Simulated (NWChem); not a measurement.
System: CBr2ClF; SMILES FC(Cl)(Br)Br

The following NWChem deck was run.

```
start job
memory heap 200 mb stack 900 mb global 1100 mb
geometry units angstroms noautosym nocenter noautoz
  F      0.609494     1.669550     0.000000
  C      0.420953     0.345739     0.000000
  Cl     1.999195    -0.472824     0.000000
  Br    -0.597737    -0.136839    -1.610346
  Br    -0.597737    -0.136839     1.610346
end
basis spherical
  * library def2-svp
end
dft
  xc pbe0
  iterations 150
end
cosmo
  do_cosmo_smd true
  solvent water
end
task dft energy
```

The geometry was optimised at PBE-D3(BJ)/def2-SVP. Solvent: water.

Level: PBE0/def2-SVP with SMD (1 M gas to 1 M solution), gas-phase geometry.

Give the results of this calculation. (PBE0/def2-SVP, SMD on the gas-phase geometry.) Quantities: solvation free energy (kcal/mol); cavity-dispersion-structure term (kcal/mol); dipole in solution (D).


```yaml
solvation free energy (kcal/mol): 0.3
cavity-dispersion-structure term (kcal/mol): 0.5
dipole in solution (D): 0.45
```
